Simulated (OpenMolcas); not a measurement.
**Pt2+: effect of the metal basis**

Pt2+ with its 8 nearest fluoride ions at 2.334 Å, on the Sr site of SrF2 (a = 5.796 Å, distance in the model lattice 2.510 Å). The rest of the host is ab initio model potentials to 7.6 Å and point charges beyond; the distance is set by hand and nothing relaxes.

| Quantity | Value |
| --- | --- |
| Program | OpenMolcas |
| Method | SS-CASPT2, IPEA 0.25 Eh, imaginary shift 0.1 Eh (closed shells correlated: 5s 5p and the ligand valence shells) |
| Spin-orbit coupling | state interaction with AMFI integrals over the reference wave functions |

Fixed: ligand basis ANO-RCC-VDZP, active space 8 electrons in 5 orbitals (5d), DKH2 Hamiltonian.

States (labels of O, the rotations of Oh). Energies in cm-1 above the lowest state or level, χT in cm3 K/mol; under a threefold ground state the first gap can be a small split of the lowest multiplet, not the spin-orbit step; 10Dq and B are least-squares fits to the states below 45000 cm-1, weighted by degeneracy, with a free offset, and given where the rms deviation is under 5 % of |10Dq| (or 100 cm-1) and under 700 cm-1; 10Dq is negative for this site.

```
Run   Metal basis  Ground state  First state of that spin    10Dq  B (rms of fit)  First gap with spin-orbit (degeneracies)  χT at 300 K  First state of another spin                      Cost
  A  ANO-RCC-VDZP           3T1                  3T2 8520  -10091       652 (245)                               1990 (1, 3)        0.714                     1T2 8960  roughly 2.4 core-minutes
  B  ANO-RCC-VTZP           3T1                  3T2 8170   -9916       546 (374)                               1930 (1, 3)        0.741                     1T2 8230    roughly 5 core-minutes
```

Against A, |10Dq| changes by -1.7 % in B.

Costs are those of the CASPT2 steps.

Roots that are degenerate in the reference are averaged as groups; the widest CASPT2 spread within a group is 440 cm-1 (the 3-fold group of multiplicity 1 near 20800 cm-1 above the lowest state of its run, B). Shifts and gaps below about the spread of the groups concerned are not significant. Over all roots computed the reference weight is 0.67 to 0.68 in A, 0.67 to 0.68 in B; a low but even weight reflects the number of correlated electrons. Real 4d8 and 5d8 ions are as a rule square planar and diamagnetic. Ligand-to-metal charge-transfer states are missing. With no ligand orbital active B as a rule stays too high, so bands that hang on it stand too high and its fall with covalency is understated. With one d shell and no ligand orbital active, 10Dq can be off by a tenth or more. Free-ion shares, where given, are those of the reference states; single-state CASPT2 does not remix them. No measured value stands beside these numbers; the geometry was set by hand and not optimised.
